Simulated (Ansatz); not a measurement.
Geometry optimisation, Ansatz 0.2.0, RKS PBE-D4/def2-TZVP.

Input file:

```yaml
crystal:
  periodic: [false, false, false]
  atoms:
    - { symbol: "N", position_ang: [-0.3074, -0.9787, -0.0652] }
    - { symbol: As, position_ang: [-0.6082, 0.9493, -0.133] }
    - { symbol: H, position_ang: [0.6386, -1.1101, -0.1585] }
    - { symbol: H, position_ang: [-0.5805, -1.2385, 0.8692] }
    - { symbol: H, position_ang: [0.3141, 1.0925, -1.4086] }
    - { symbol: H, position_ang: [0.5854, 1.2216, 0.85] }
basis:
  gaussian: { orbitals: def2-TZVP }
hamiltonian:
  xc: pbe
  dispersion: d4
relax:
  f_tol: 0.015
  max_steps: 40
```

Launched with:

```bash
$ ansatz run input.yaml --threads 2 --pin off --max-ram 3072MiB --backend cpu --events-out ev --progress --plain --runs-dir out
```

Task: Where does it end, and by what steps?

Result: The forces met the threshold. After 6 steps the energy has fallen by 0.233 eV; H4 moved furthest, 0.26 Å.

```
step  energy less start (eV)  largest force component (eV/Å)  accepted
   0                  0.0000                           3.343       yes
   1                 -0.1865                           0.968       yes
   2                 -0.2195                           0.205       yes
   3                 -0.2277                           0.263       yes
   4                 -0.2327                           0.058       yes
   5                 -0.2332                           0.024       yes
   6                 -0.2333                           0.003       yes
```

```xyz
6
Properties=species:S:1:pos:R:3
N -0.265 -0.954 -0.072
As -0.546 0.910 -0.055
H 0.721 -1.209 0.001
H -0.753 -1.367 0.724
H 0.190 1.160 -1.382
H 0.697 1.397 0.739
```

Whether the end is a true minimum wasn't checked by a vibrational analysis.

The run took 6.9 s on 2 threads of Intel(R) Xeon(R) Platinum 8259CL CPU @ 2.50GHz (Skylake/Cascade Lake) (shared host), peak memory 0.17 GiB.
